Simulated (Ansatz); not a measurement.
Species: 2-methoxyethylsilane, C$_{3}$H$_{10}$OSi, charge 0, multiplicity 1. 
Geometry from a B3LYP-D3(BJ)/def2-TZVP (Ansatz, an electronic-structure program) optimisation:
```
C
H 1 1.1000
H 1 1.1000 2 107.11
O 1 1.4167 2 109.61 3 118.84
C 4 1.4103 1 112.76 2 -58.64
H 5 1.0889 4 107.40 1 -180.00
H 5 1.0980 6 109.02 4 120.93
H 5 1.0980 6 109.02 7 118.15
C 1 1.5159 2 110.68 3 -120.74
H 9 1.0937 1 109.26 2 -178.85
H 9 1.0937 10 106.63 1 -117.96
Si 9 1.8823 10 108.68 11 -116.99
H 12 1.4819 9 109.88 10 57.84
H 12 1.4838 13 108.70 9 -121.21
H 12 1.4838 13 108.70 14 -117.57
```
Charge 0, spin multiplicity 1.

Computed values are from Ansatz. Cores are frozen in the correlated levels unless marked. Open shells are spin-unrestricted. Spin-orbit coupling is left out. Non-relativistic. CBS marks a two-point X^-3 extrapolation of the correlation energy; Hartree-Fock from the larger set.

What is the T1 diagnostic at CCSD/cc-pV(Q+d)Z?

0.011.

What is the dipole moment at CCSD(T)/aug-cc-pV(D+d)Z?

0.96 D.

What is the total energy at CCSD(T)/CBS(cc-pV(T+d)Z,cc-pV(Q+d)Z)?

-484.3888 Eh.

What is the atomisation energy De at CCSD(T)/CBS(cc-pV(T+d)Z,cc-pV(Q+d)Z)?

1303.7 kcal/mol.
